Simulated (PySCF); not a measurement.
# Radial density of N⁺ (nitrogen, charge +1)

r2SCAN, [He] 2s2 2p2, high-spin 3P determinant. Calculation: PySCF 2.14, in cc-pVTZ (4s3p2d1f, 30 functions); no relativity, point nucleus.

| r (bohr) | 4πr²ρ (e/bohr) | 4πr²(ρα − ρβ) |
| --- | --- | --- |
| 0.00424 | 0.04382 | 0.0000 |
| 0.00713 | 0.1196 | 0.0000 |
| 0.0120 | 0.3150 | -0.0001 |
| 0.0202 | 0.7965 | -0.0002 |
| 0.0339 | 1.859 | -0.0001 |
| 0.0571 | 3.823 | 0.0014 |
| 0.0960 | 6.327 | 0.0115 |
| 0.161 | 7.357 | 0.0643 |
| 0.272 | 4.911 | 0.2631 |
| 0.457 | 2.247 | 0.8112 |
| 0.768 | 2.924 | 1.4679 |
| 1.29 | 2.599 | 1.1953 |
| 2.17 | 0.6299 | 0.3048 |
| 3.66 | 0.02906 | 0.0167 |
| 6.15 | 3.276e-05 | 0.0000 |
